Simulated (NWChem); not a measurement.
System: C₃H₅NOSi; SMILES [SiH3]c1ncco1

```xyz
11

Si    -0.0016    -2.0304     0.0000
C     -0.0934    -0.1534     0.0002
N     -1.1584     0.6006     0.0001
C     -0.6837     1.9031    -0.0001
C      0.6737     1.8801    -0.0001
O      1.0734     0.5762     0.0001
H     -1.3888    -2.5466     0.0038
H      0.7235    -2.5007    -1.2085
H      0.7303    -2.5004     1.2045
H     -1.3513     2.7530    -0.0002
H      1.4518     2.6270    -0.0001
```
Atoms are numbered in this order, from 1.

All runs: NWChem. The geometry was optimised at B3LYP/6-31G* (spherical d). B3LYP is NWChem's, with the RPA form of VWN correlation. Total energies of different functionals are on different scales.

| level | energy (Ha) | highest occupied level (eV) | orbital gap (eV) | dipole (D) |
|---|---|---|---|---|
| PBE/def2-TZVP | -536.4336 | -6.28 | 4.59 | 1.51 |
| B3LYP/def2-TZVP | -536.8955 | -7.11 | 6.14 | 1.49 |
| TPSSh/def2-TZVP | -536.9069 | -6.68 | 5.50 | 1.50 |
| PW6B95/def2-TZVP | -537.4341 | ? | ? | 1.46 |
| PBE0/def2-TZVP | -536.4669 | -7.31 | 6.56 | 1.49 |

### Question
What belongs in the gaps?

### Answer

- PW6B95/def2-TZVP, highest occupied level (eV): -7.39
- PW6B95/def2-TZVP, orbital gap (eV): 6.71
